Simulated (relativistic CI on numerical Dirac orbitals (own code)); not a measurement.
## Crystal-field levels of Rh4+, 4d5

Calculated by Dirac-Coulomb-Breit CI, separate exchange-only KLI orbitals for each configuration, a model potential for QED, valence Slater integrals scaled by 0.7, one configuration in a parametric crystal field (own radial code).

Field parameters in Wybourne normalisation: Oh B⁴₀ = 21Dq, B⁴₄ = √(5/14) B⁴₀. The field is a parameter set, without covalency.

S is read from ⟨S²⟩ = S(S + 1).

Levels (cm⁻¹, degeneracy): 0 (2), 2719 (4), 3764 (2), 3849 (4), 8738 (4), 9142 (2), 9407 (4), 9851 (2), 13495 (2), 13611 (4), 13739 (2), 13812 (4).

(1) Which field gives this pattern?
A. Oh, 10Dq = 33250 cm⁻¹
B. Oh, 10Dq = 18800 cm⁻¹
C. Oh, 10Dq = 19150 cm⁻¹
D. Oh, 10Dq = 39850 cm⁻¹

Answers

(1) C. Oh, 10Dq = 19150 cm⁻¹, ground level with S = 0.73.
